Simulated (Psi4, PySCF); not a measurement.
Input for PySCF:
```python
from pyscf import gto, scf, dft

mol = gto.Mole()
mol.atom = '''
    O     0.71655418    1.18982663   -0.84296995
    Si   -0.00000000   -0.00000000    0.00000000
    O    -1.02814201    0.71678285    1.03386749
    O    -0.68738808   -0.99172487   -1.08798669
    O     0.99897591   -0.91488460    0.89708915
    H     1.01009778    1.96488292   -0.37378436
    H    -1.39938075    0.19534961    1.73906562
    H    -1.15878807   -0.60533841   -1.81976724
    H     1.54807104   -1.55489412    0.45448598
'''
mol.basis = '6-311g**'
mol.verbose = 3
mol.build()

mf = dft.RKS(mol)
mf.xc = 'pbe'
mf.grids.atom_grid = (99, 590)
mf.grids.prune = None
mf.kernel()
```

**Question.** Convert this to an input for Psi4.

**Answer.** This is not unique; one that fits is 
```
memory 2 GB

molecule mol {
0 1
O     0.716554    1.189827   -0.842970
Si   -0.000000   -0.000000    0.000000
O    -1.028142    0.716783    1.033867
O    -0.687388   -0.991725   -1.087987
O     0.998976   -0.914885    0.897089
H     1.010098    1.964883   -0.373784
H    -1.399381    0.195350    1.739066
H    -1.158788   -0.605338   -1.819767
H     1.548071   -1.554894    0.454486
}

set {
  basis 6-311g**
  reference rks
  scf_type pk
  puream true
  d_convergence 1e-8
  dft_radial_points 99
  dft_spherical_points 590
}

energy('pbe')
print_variables()
```

Both were run: PySCF gave -592.619811 Eh and Psi4 -592.619808 Eh, 0.002 mEh apart.
